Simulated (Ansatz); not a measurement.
Species: C3H9AlO3 (charge 0, singlet). SMILES: [Al]([O]C)([O]C)[O]C
Coordinates optimised at B3LYP-D3(BJ)/def2-TZVP (Ansatz, a program for electronic structure):
```
Al
O 1 1.6817
C 2 1.4089 1 134.28
H 3 1.0937 2 109.84 1 -120.62
H 3 1.0937 4 108.10 2 119.83
H 3 1.0946 4 108.34 5 117.20
O 1 1.6817 2 120.00 3 -180.00
C 7 1.4089 1 134.28 2 0.00
H 8 1.0937 7 109.84 1 120.62
H 8 1.0937 9 108.10 7 -119.83
H 8 1.0946 9 108.34 10 -117.20
O 1 1.6817 2 120.00 3 0.00
C 12 1.4089 1 134.28 2 180.00
H 13 1.0937 12 109.84 1 120.62
H 13 1.0937 14 108.10 12 -119.83
H 13 1.0946 14 108.34 15 -117.20
```

Quantity: vertical triplet-singlet gap (E(triplet) - E(singlet); each state is the SCF solution reached for its spin; the molecule has degenerate orbitals, so one determinant may break the symmetry), in kcal/mol. Valence correlation only, unless marked. Open shells are spin-unrestricted. Spin-orbit coupling is left out. No relativistic terms. 

| level | program | vertical triplet-singlet gap (kcal/mol) |
|---|---|---|
| HF/aug-cc-pV(D+d)Z | Ansatz | 137.6 |
| SVWN5/def2-TZVPD | Ansatz | 115.2 |
| r2SCAN/def2-TZVPD | Ansatz | 123.5 |
| PBE0/def2-TZVPD | Ansatz | 134.5 |
| BHLYP/def2-TZVPD | Ansatz | 146.9 |
| CAM-B3LYP/def2-TZVPD | Ansatz | 145.9 |
| wB97M-V/def2-TZVPD | Ansatz | 149.7 |
| wB97X-V/def2-TZVPD | Ansatz | 152.9 |
| B2PLYP/def2-TZVPD | Ansatz | 148.1 |
| MP2/aug-cc-pV(D+d)Z | Ansatz | 159.9 |
| RI-MP2/aug-cc-pV(T+d)Z | Ansatz | 162.2 |
| SCS-MP2/aug-cc-pV(D+d)Z | Ansatz | 160.9 |
| CCSD/aug-cc-pV(D+d)Z | Ansatz | 150.8 |
| CCSD(T)/aug-cc-pV(D+d)Z | Ansatz | 149.3 |
